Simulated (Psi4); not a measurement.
Conformational energy of SMILES c1cc(C)ccc1C(=O)OC. Scanned: dihedral C1–O2–C3–O4; all other coordinates were relaxed at GFN2-xTB. Points at φ and −φ are mirror images.

Geometry of the scan point at 75° (Å):
```
21

C      4.1203     0.6123     0.2693
O      2.7154     0.7787     0.3090
C      1.9995    -0.0536    -0.5242
O      1.8402    -1.2171    -0.2642
C      1.3526     0.6393    -1.6538
C      0.5664    -0.1016    -2.5372
C     -0.0387     0.5148    -3.6119
C      0.1212     1.8804    -3.8321
C     -0.5575     2.5509    -4.9846
C      0.9042     2.6145    -2.9461
C      1.5169     2.0067    -1.8692
H      4.3983    -0.4352     0.4206
H      4.5231     1.2178     1.0789
H      4.5199     0.9609    -0.6893
H      0.4462    -1.1596    -2.3598
H     -0.6450    -0.0651    -4.2928
H     -0.6889     1.8607    -5.8144
H      0.0114     3.4132    -5.3244
H     -1.5443     2.8993    -4.6776
H      1.0333     3.6754    -3.1068
H      2.1173     2.5838    -1.1827
```

Method: PBE-D3(BJ)/def2-SVP // GFN2-xTB (Psi4).

Scanned values (°): -165, -150, -135, -120, -105, -90, -75, -60, -45, -30, -15, 0, 15, 30, 45, 60, 75, 90, 105, 120, 135, 150, 165, 180.

**Question.** Describe the profile: where are the wells and the tops?

**Answer.** Lower than their neighbours: -150° (0.497 eV), 0° (0.000 eV), 150° (0.497 eV). Higher than their neighbours: -105° (0.549 eV), 105° (0.549 eV), 180° (0.545 eV). The whole profile spans 0.549 eV.
